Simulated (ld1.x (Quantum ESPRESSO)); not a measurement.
## Which change was made? (Gd, PAW)

* Element: gadolinium
* Generator: ld1.x (Quantum ESPRESSO) 7.5
* Type: PAW
* Functional: PBE
* Relativity: scalar-relativistic
* Frozen core: [Kr]
* Valence charge: 28
* Reference configuration: 4d10 4f7 5s2 5p6 5d0 6s0 6p0 (charge +3)
* Partial waves: 5s (bound): rcut 1.75, rcutus 1.90 bohr; 6s (bound, empty): rcut 1.75, rcutus 1.90 bohr; 5p (bound): rcut 2.05, rcutus 2.30 bohr; 6p (bound, empty): rcut 2.05, rcutus 2.30 bohr; 4d (bound): rcut 0.85, rcutus 1.15 bohr; 5d (bound, empty): rcut 0.85, rcutus 1.15 bohr; 4f (bound): rcut 1.00, rcutus 1.10 bohr; 4f channel at -2 Ry: rcut 1.00, rcutus 1.10 bohr
* Local potential: all-electron potential smoothed inside 1.95 bohr (lloc = -1)
* Core correction: a·sin(br)/r model core inside 1.05 bohr
* Augmentation charge: BESSEL, radius 0.60 bohr

Cutoffs, loose and tight: the cutoffs (Ry, on a coarse ladder) from which the occupation-weighted sum of valence levels, in a spherical-Bessel basis at the reference potential, stays within 10 and 1 mRy of its value at 400 Ry. They do not see the model core or the augmentation charge, which bear on the density cutoff. Test errors are all-electron minus pseudo excitation energies from the reference, over the configurations 4d10 4f7 5s2 5p6 5d1 6s2 6p0; 4d10 4f7 5s2 5p6 5d1 6s1 6p0; 4d10 4f7 5s2 5p6 5d1 6s0 6p0; 4d10 4f6 5s2 5p6 5d0 6s0 6p0; 4d10 4f7 5s2 5p6 5d1.5 6s1.5 6p0; 4d10 4f7 5s2 5p6 5d2 6s0 6p0; 4d10 4f6 5s2 5p6 5d2 6s1 6p0; variants that change the core or the reference have their own tests. The largest error is taken over the tests solved by every variant that gives reliable tests at all, those not shown here included: 4d10 4f7 5s2 5p6 5d1 6s0 6p0; 4d10 4f7 5s2 5p6 5d1 6s1 6p0; 4d10 4f7 5s2 5p6 5d1 6s2 6p0.

The base gives: outcome: generated, overlap not positive; bound ghosts: not determined (overlap not positive); largest test error (meV): -32.

(1) After one change the result is: outcome: failed: new_paw_hamiltonian: negative rho. Which change was it?
A. all radii but the core radius scaled by about 0.75 (s 1.42, p 1.72, d 0.86, f 0.82 bohr, rcut 1.30/1.52/0.64/0.74); local potential all-electron potential smoothed inside 1.46 bohr (lloc = -1); augmentation BESSEL, radius 0.44 bohr
B. all radii but the core radius scaled by about 0.97 (s 1.84, p 2.22, d 1.12, f 1.06 bohr, rcut 1.70/1.98/0.82/0.96); local potential all-electron potential smoothed inside 1.88 bohr (lloc = -1); augmentation BESSEL, radius 0.58 bohr
C. all radii but the core radius scaled by about 1.27 (s 2.40, p 2.90, d 1.46, f 1.40 bohr, rcut 2.22/2.60/1.08/1.26); local potential all-electron potential smoothed inside 2.46 bohr (lloc = -1); augmentation BESSEL, radius 0.76 bohr

## Answers

(1) A. The others give: all radii but the core radius scaled by about 1.27 (s 2.40, p 2.90, d 1.46, f 1.40 bohr, rcut 2.22/2.60/1.08/1.26); local potential all-electron potential smoothed inside 2.46 bohr (lloc = -1); augmentation BESSEL, radius 0.76 bohr → outcome: generated; cutoff, loose: 90 Ry; cutoff, tight: 160 Ry; bound ghosts: none; largest test error (meV): test run stopped at test 2 of 7 (negative rho), 1 before it not solved | all radii but the core radius scaled by about 0.97 (s 1.84, p 2.22, d 1.12, f 1.06 bohr, rcut 1.70/1.98/0.82/0.96); local potential all-electron potential smoothed inside 1.88 bohr (lloc = -1); augmentation BESSEL, radius 0.58 bohr → outcome: generated; cutoff, loose: 180 Ry; cutoff, tight: 300 Ry; bound ghosts: none; largest test error (meV): -35. A file whose overlap is not positive is unfit for use, and its test errors describe a broken file.
